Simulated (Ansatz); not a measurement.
A run for Ansatz (a first-principles code): U-PBE/def2-TZVPP on Be2+, 2S+1 = 2, a spin state set in the input, which need not be the lowest, a point of a bond scan (R = 2.236 Å). Charge +1.

Ansatz 0.2 input:
```yaml
crystal:
  periodic: [false, false, false]
  atoms:
    - {symbol: Be, position_ang: [0.00000000, 0.00000000, 0.00000000]}
    - {symbol: Be, position_ang: [0.00000000, 0.00000000, 2.23610600]}
basis:
  gaussian:
    orbitals: def2-TZVPP
    pivot_positions_ang: [[0.00000000, 0.00000000, 0.00000000], [0.00000000, 0.00000000, 2.23610600]]
hamiltonian:
  xc: {name: PBE}
total_charge: 1
magnetization: {spin_polarized: true, initial_magnetization: 1}
output: {forces: true, orbitals: {seedname: ./end}}
```

Output:

```
WARN ansatz: RAYON_NUM_THREADS=1 ignored (pool sized by the plan → 1); use --threads N
Functional definition: PBE
integrals: 0.00 GiB planned
282 factors; their error is unknown
mean field: 0.07 GiB planned
mean field evaluation 1: about -789.0567 eV, gradient 5.9e0 eV
mean field evaluation 2: about -789.3218 eV, gradient 4.2e0 eV
mean field evaluation 4: about -789.5495 eV, gradient 3.8e-2 eV
mean field evaluation 8: about -789.5423 eV, gradient 1.4e-3 eV
mean field evaluation 16: about -787.7561 eV, gradient 2.9e0 eV
mean field -789.54225862 eV, -29.0151428334 hartree, gradient 1.0e-5 eV, S^2 0.775591; 0 other end points of the search recorded, 0 dependent functions left out
the calculation of the forces begins
reference -789.54229797 eV, -29.0151442794 hartree; 4, 3 occupied and 34, 35 virtual orbitals, 282 factors
Total energy: -789.54229797 eV, -29.0151442794 hartree
Atom 0 at     0.000000     0.000000     0.000000 Å, force     0.000000    -0.000000     0.087629 eV/Å
Atom 1 at     0.000000     0.000000     2.236106 Å, force    -0.000000     0.000000    -0.087629 eV/Å
Dipole moment:     0.000000     0.000000    -0.000000 e Å
```

The calculation finished and met its thresholds.

Cost: very roughly 0.6 core-seconds.
